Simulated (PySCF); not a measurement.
C3H4BF3, SMILES C/C(F)=C\B(F)F. Atoms are numbered in the order given.

```xyz
11

C     -1.2727    -1.5638     0.0000
C      0.1766    -1.2220     0.0000
F      0.9461    -2.3298     0.0000
C      0.7852    -0.0101     0.0000
B      0.0844     1.3581     0.0000
F      0.8008     2.4864     0.0000
F     -1.2493     1.5150     0.0000
H     -1.5101    -2.1828    -0.8904
H     -1.5101    -2.1828     0.8904
H     -1.9024    -0.6591     0.0000
H      1.8873    -0.0349     0.0000
```

The structure is a stationary point at PBE-D3(BJ)/def2-SVP. The structure was generated by enumeration; whether it is a known compound was not checked. One conformer was computed; it need not be the lowest.

All values below come from PBE-D3(BJ)/def2-SVP (PySCF).

Harmonic, unscaled wavenumbers; measured fundamentals usually lie a few per cent lower.

```csv
mode,ν (cm⁻¹),IR (km/mol),moving atoms (share of kinetic energy)
1,65,0.5,"F 60 %, C 27 %, H 12 %"
2,148,0.4,"C 38 %, H 34 %, F 26 %"
3,170,2.4,"F 57 %, C 32 %"
4,180,2.2,"H 69 %, C 16 %, F 13 %"
5,316,1.0,"F 44 %, C 30 %, H 17 %, B 9 %"
6,361,2.7,"F 85 %, C 13 %"
7,467,2.0,"F 40 %, C 36 %, H 22 %"
8,502,1.6,"C 56 %, H 40 %"
9,568,25.6,"F 69 %, B 14 %, C 14 %"
10,640,21.9,"B 78 %, F 10 %"
11,797,0.2,"C 61 %, F 27 %, H 12 %"
12,850,43.8,"H 70 %, C 26 %"
13,894,38.6,"C 38 %, H 31 %, F 30 %"
14,981,9.0,"H 61 %, C 30 %, F 9 %"
15,1012,2.0,"H 60 %, C 40 %"
16,1118,171.0,"H 47 %, C 26 %, F 17 %, B 9 %"
17,1263,2.1,"H 40 %, C 39 %, B 11 %, F 10 %"
18,1342,103.5,"H 43 %, C 26 %, B 23 %, F 8 %"
19,1356,213.1,"B 60 %, F 16 %, H 16 %"
20,1378,126.2,"H 44 %, C 34 %, B 18 %"
21,1398,9.1,H 96 %
22,1401,160.4,"H 58 %, B 23 %, C 12 %"
23,1678,389.6,C 94 %
24,2979,5.4,H 97 %
25,3050,1.8,"H 91 %, C 9 %"
26,3116,0.1,"H 92 %, C 8 %"
27,3135,0.8,"H 91 %, C 9 %"
```
